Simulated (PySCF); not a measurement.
ClH3PbSi, SMILES [SiH3][Pb][Cl] (connectivity only; charge and spin as stated), neutral, multiplicity 1.

The structure is a stationary point at B3LYP-D3(BJ)/def2-SVP. The def2 effective core potentials stand for the cores of Pb; spin–orbit coupling is left out.

All values below come from B3LYP-D3(BJ)/def2-SVP (PySCF).

Frequencies are harmonic and unscaled.

```
mode  ν (cm⁻¹)  IR (km/mol)  Raman (Å⁴/amu)  depolarisation  moving atoms (share of kinetic energy)
----  --------  -----------  --------------  --------------  --------------------------------------
1           73          1.6             4.6            0.73        Cl 46 %, Si 33 %, H 11 %, Pb 9 %
2           78          0.0             0.2            0.75                                  H 97 %
3          241         15.8            33.8            0.31                 Si 77 %, Pb 14 %, H 9 %
4          311         37.5            12.3            0.30                        Cl 85 %, Pb 14 %
5          337         11.4            15.3            0.75                                  H 93 %
6          413          8.7            13.4            0.70                         H 88 %, Si 11 %
7          839        377.5             3.2            0.22                          H 91 %, Si 9 %
8          935         43.5            28.5            0.75                                  H 97 %
9          945         40.5            34.1            0.75                                  H 97 %
10        2167        128.0           281.4            0.07                                  H 98 %
11        2185         93.6           158.2            0.52                                  H 96 %
12        2193        104.8           135.9            0.75                                  H 96 %
```
